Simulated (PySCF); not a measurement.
## Electron correlation in Cu²³⁺ (copper, charge +23)

[He] 2s2 2p2, high-spin 3P determinant. All numbers are calculated (PySCF 2.14, the spin-free X2C one-electron Hamiltonian (Gaussian nucleus), in an uncontracted even-tempered set (19 s from 5.5 bohr⁻², ratio 2.2; 11 p from 7.2 bohr⁻², ratio 2.2; 6 d from 30 bohr⁻², ratio 2.4; 5 f from 45 bohr⁻², ratio 2.4; 4 g from 68 bohr⁻², ratio 2.4)). Frozen: nothing; 6 electrons correlated; the 12 highest virtual orbitals of each spin left out.

MP2 pair energies summed by pair of shells (mhartree):

| pair | energy | share (%) |
| --- | --- | --- |
| 2s-2p | -66.32 | 31.9 |
| 2s-2s | -59.10 | 28.4 |
| 1s-1s | -42.27 | 20.3 |
| 1s-2p | -17.83 | 8.6 |
| 1s-2s | -12.80 | 6.2 |
| 2p-2p | -9.55 | 4.6 |

Total MP2 correlation energy: -207.87 mhartree.

Same-spin part -27.40 and opposite-spin part -180.47 mhartree; SCS-MP2 scales them by 1/3 and 6/5 to -225.70 mhartree.
